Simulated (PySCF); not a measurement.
# Solvent effects on NMR parameters

Bonds (- single, = double, # triple, : aromatic): C1-C2, C2=O3, C2-O4, O4-C5, C5-C6, C6-B7, B7-F8, B7-F9. C1 carries H10, H11, H12; C5 carries H13, H14; C6 carries H15, H16.

GIAO PBE0/pcSseg-1 in PySCF 2.14 on one PBE0-D3(BJ)/def2-SVP conformer, non-relativistic, equivalent nuclei averaged. Solvents enter as an IEF-PCM continuum (cyclohexane with ε = 2.0, methanol with ε = 32.6) around the gas-phase geometry. Shifts are referred to TMS, BF3·OEt2, CFCl3 computed in the same medium.

Gas phase, δ in ppm: C2 174.6, C5 60.1, C1 22.1, C6 13.9, B7 29.0, F8/F9 -63.0, H13/H14 4.03, H10/H11/H12 1.98, H15/H16 1.48. Dipole moment 2.49 D.

**Question.** How does each δ change in the continuum?

**Answer.** 
```json
{"atoms": "C2", "environment": "ester carbonyl carbon", "Δδ, cyclohexane": "+1.9", "Δδ, methanol": "+4.7"}
{"atoms": "C5", "environment": "sp3 CH2 bonded to O", "Δδ, cyclohexane": "+0.4", "Δδ, methanol": "+1.2"}
{"atoms": "C1", "environment": "methyl carbon α to a carbonyl", "Δδ, cyclohexane": "+0.5", "Δδ, methanol": "+1.3"}
{"atoms": "C6", "environment": "sp3 CH2 bonded to B", "Δδ, cyclohexane": "+0.3", "Δδ, methanol": "+0.8"}
{"atoms": "B7", "environment": "boron bonded to C, 2 F", "Δδ, cyclohexane": "+0.3", "Δδ, methanol": "+0.7"}
{"atoms": "F8/F9", "environment": "fluorine bonded to B", "Δδ, cyclohexane": "-1.4", "Δδ, methanol": "-3.3"}
{"atoms": "H13/H14", "environment": "hydrogen on an sp3 CH2 bonded to O", "Δδ, cyclohexane": "+0.04", "Δδ, methanol": "+0.09"}
{"atoms": "H10/H11/H12", "environment": "hydrogen on a methyl carbon α to a carbonyl", "Δδ, cyclohexane": "+0.07", "Δδ, methanol": "+0.16"}
{"atoms": "H15/H16", "environment": "hydrogen on an sp3 CH2 bonded to B", "Δδ, cyclohexane": "+0.05", "Δδ, methanol": "+0.12"}
```

Changes are relative to the gas phase. The dipole moment becomes 2.72 D in cyclohexane, 3.07 D in methanol.

**Question.** Which of the listed nuclei move most (in ppm), and what does the model miss? (N and O are left out, as their reference compounds move with the solvent too.)

**Answer.** C2 (ester carbonyl carbon, +4.7 ppm) in methanol. A continuum only polarises the solute; specific hydrogen bonds, the anisotropy of aromatic solvents and changes of geometry or conformer are outside it.
